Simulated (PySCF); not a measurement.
# Mg⁺: excitation energy

Mg⁺ [Ne] 3s1 (2S) → Mg⁺ [Ne] 3p1 (2P), as a difference of total energies. Calculation: PySCF 2.14, in x2c-QZVPPall; the spin-free X2C one-electron Hamiltonian (Gaussian nucleus). Correlated levels: valence and next inner shell: 1s2 frozen. The calculations carry no spin-orbit coupling.

```
                                method  excitation energy (eV)
                                   UHF                   4.297
    MP2 (valence and next inner shell)                   4.416
SCS-MP2 (valence and next inner shell)                   4.388
   CCSD (valence and next inner shell)                   4.416
CCSD(T) (valence and next inner shell)                   4.421
```

**Question.** How much does correlation contribute at CCSD(T) (valence and next inner shell)?

**Answer.** 4.421 − (4.297) = 0.124 eV, measured against UHF.

Errors of the correlated levels include the incompleteness of this basis and the frozen core.

The basis was made for the ground configuration and has no added diffuse functions, so the excitation energy can come out too high.

For comparison: 4.43 eV (measured; NIST levels, between the centres of gravity of the two terms).
